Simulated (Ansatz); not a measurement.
Si(Cl)(OH)(NH2)2 (ClH5N2OSi), SMILES N[Si](N)(O)Cl.

The structure is a stationary point at PBE0-D3(BJ)/def2-SVP. This is a generated structure with no PubChem entry under its InChIKey; it may be hypothetical. The values are those of a single conformer.

Two levels are set side by side: PBE/def2-SVPD (Ansatz, a program for electronic structure) and CAM-B3LYP/def2-SVPD (Ansatz). Energy differences of separate SCF runs at the same geometry; the states with an electron removed or added have multiplicity 2 and 2. Differences are taken from unrounded values.

```csv
quantity,CAM-B3LYP
vertical ionisation energy (eV),10.22
vertical singlet–triplet gap (eV),6.72
```

What does PBE give, and how far is it from CAM-B3LYP? (The exact figures need the calculation; the answer reports its results.)


```
quantity                            PBE  PBE minus CAM-B3LYP
---------------------------------  ----  -------------------
vertical ionisation energy (eV)    9.35                -0.87
vertical singlet–triplet gap (eV)  5.88                -0.84
```
